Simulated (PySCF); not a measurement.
# Continuum solvent and chemical shifts

Atom-mapped SMILES (the numbers label the heavy atoms): `[CH3:1][CH:2]([CH3:3])[C:4](=[O:5])[c:6]1[cH:7][cH:8][cH:9][cH:10][cH:11]1`; H(Xn) means a hydrogen on atom n.

GIAO PBE0/pcSseg-1 in PySCF 2.14 on one PBE0-D3(BJ)/def2-SVP conformer, non-relativistic, equivalent nuclei averaged. Solvents enter as an IEF-PCM continuum (benzene with ε = 2.3, chloroform with ε = 4.7, water with ε = 78.4) around the gas-phase geometry. Shifts are referred to TMS computed in the same medium.

In benzene, δ in ppm: C4 208.4, C9 140.2, C6 138.6, C7/C11 135.5, C8/C10 134.6, C2 37.3, C1/C3 21.0, H(C7)/H(C11) 8.36, H(C9) 7.77, H(C8)/H(C10) 7.72, H(C2) 3.37, H(C1)/H(C3) 1.22. Dipole moment 3.41 D.

(1) How does each δ change in the more polar media?

(2) Which nuclei move most (in ppm), and what does the model miss?

Answers

(1) 
```json
{"atoms": "C4", "environment": "ketone carbonyl carbon", "Δδ, chloroform": "+1.6", "Δδ, water": "+3.6"}
{"atoms": "C9", "environment": "aromatic CH", "Δδ, chloroform": "+0.9", "Δδ, water": "+1.9"}
{"atoms": "C6", "environment": "substituted aromatic carbon", "Δδ, chloroform": "+0.2", "Δδ, water": "+0.3"}
{"atoms": "C7/C11", "environment": "aromatic CH", "Δδ, chloroform": "+0.4", "Δδ, water": "+0.8"}
{"atoms": "C8/C10", "environment": "aromatic CH", "Δδ, chloroform": "+0.5", "Δδ, water": "+1.2"}
{"atoms": "C2", "environment": "sp3 CH α to a carbonyl", "Δδ, chloroform": "+0.4", "Δδ, water": "+1.0"}
{"atoms": "C1/C3", "environment": "methyl carbon", "Δδ, chloroform": "+0.2", "Δδ, water": "+0.3"}
{"atoms": "H(C7)/H(C11)", "environment": "hydrogen on an aromatic CH", "Δδ, chloroform": "+0.04", "Δδ, water": "+0.09"}
{"atoms": "H(C9)", "environment": "hydrogen on an aromatic CH", "Δδ, chloroform": "+0.09", "Δδ, water": "+0.19"}
{"atoms": "H(C8)/H(C10)", "environment": "hydrogen on an aromatic CH", "Δδ, chloroform": "+0.07", "Δδ, water": "+0.16"}
{"atoms": "H(C2)", "environment": "hydrogen on an sp3 CH α to a carbonyl", "Δδ, chloroform": "+0.09", "Δδ, water": "+0.23"}
{"atoms": "H(C1)/H(C3)", "environment": "hydrogen on a methyl carbon", "Δδ, chloroform": "0.00", "Δδ, water": "0.00"}
```

Changes are relative to benzene. The dipole moment becomes 3.76 D in chloroform, 4.22 D in water.

(2) C4 (ketone carbonyl carbon, +3.6 ppm) in water. A continuum only polarises the solute; specific hydrogen bonds, the anisotropy of aromatic solvents and changes of geometry or conformer are outside it.
